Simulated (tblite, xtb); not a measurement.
C₂H₃O (SMILES [CH2]C=O), doublet, geometry from GFN2-xTB. Base run: GFN1-xTB in xtb.

xtb was given this input:
```
$ xtb mol.xyz --gfn 1 --uhf 1 --json

# file mol.xyz
6

O      1.10060237     0.24623812    -0.40163761
C      0.04080672     0.35782363     0.20588499
H     -0.13643991     1.23632292     0.85189864
C     -1.01342987    -0.57729769     0.14786655
H     -1.92306138    -0.43095485     0.70132559
H     -0.90957881    -1.45842865    -0.46263256
```

Programs used: tblite, xtb; a row that names a program was run with it.

Variants of this job, named by their change:

```tsv
change	ΔE vs base (kcal/mol)	dipole (D)	SCF cycles
base	0.000	4.22	11
acc = 30	0.000	4.22	8
program = tblite; method = gfn1; option = --grad	0.000	-	-
etemp = 5000	-7.29	3.71	11
alpb = acetonitrile	-5.47	4.70	10
file = coord	0.000	4.22	11
acc = 1000	0.000	4.22	6
program = tblite; method = gfn1; option = (--etemp, 2000)	-1.24	-	-
etemp = 1000	-0.163	4.14	11
program = tblite; method = gfn1; option = (--efield, 0,0,0.1)	-0.82	-	-
program = tblite; method = gfn1; option = --spin-polarized	-5.05	-	-
```

ALPB and GBSA are two models with their own fitted parameters for each solvent, which aren't always the measured dielectric constant.
